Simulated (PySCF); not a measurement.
Si(H)2(PH2)2 (H₆P₂Si), SMILES [SiH2](P)P. The structure is a stationary point at PBE0-D3(BJ)/def2-SVP. The values are those of a single conformer.

Computed with PBE0-D3(BJ)/def2-SVP (PySCF).

Harmonic wavenumbers (cm⁻¹): 124, 138, 164, 357, 402, 490, 561, 573, 685, 772, 823, 832, 899, 1084, 1088, 2223, 2232, 2399, 2401, 2414, 2416. Rotational constants (GHz): 11.19, 2.003, 1.787; symmetry number 2.

Q: Work out the zero-point energy and the ideal-gas rigid-rotor harmonic-oscillator thermochemistry at 298.15 K and 1 atm.

A: ZPE = ½ Σ hcν = ½ × 23078 cm⁻¹ = 32.99 kcal/mol. H − E(el) = 37.67 kcal/mol. Entropy in cal/(mol K): translation 39.60, rotation 25.11, vibration 13.37, total 78.07. G − E(el) = 14.39 kcal/mol. Cp = 24.06 cal/(mol K). Modes under 150 cm⁻¹ make the vibrational entropy uncertain.
